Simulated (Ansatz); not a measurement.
## Telling isomers of CH4AlBO apart by their spectra

These gas-phase data were calculated for one isomer of CH4AlBO at B3LYP/6-31G* (harmonic, unscaled wavenumbers; equilibrium rotational constants with average atomic masses):

```
rotational constants            : 17.26, 2.466, 2.187 GHz
all wavenumbers above 1500 cm⁻¹ : 3125, 3093, 3033, 1984, 1947
```

Candidates:

(1) `O=B[CH2][AlH2]`, a singlet
(2) `[CH3][AlH][B]=O`, a singlet

**Question.** Assign the data to one candidate and say why.

**Answer.** Candidate (2). 3 modes lie between 2750 and 3290 cm⁻¹, one for each C–H bond, while (1) has 2.

The same quantities for all candidates:

|  | rotational constants (GHz) | wavenumbers above 1500 cm⁻¹ | E above the lowest, B3LYP/6-31G* (kcal/mol) |
| --- | --- | --- | --- |
| (1) | 16.79, 2.804, 2.535 | 3113, 3057, 2023, 1962, 1945 | 0.0 |
| (2) | 17.26, 2.466, 2.187 | 3125, 3093, 3033, 1984, 1947 | 3.2 |

Harmonic stretches to hydrogen usually lie a few per cent above observed fundamentals. Each candidate is one conformer. Programs: Ansatz 0.2.0.
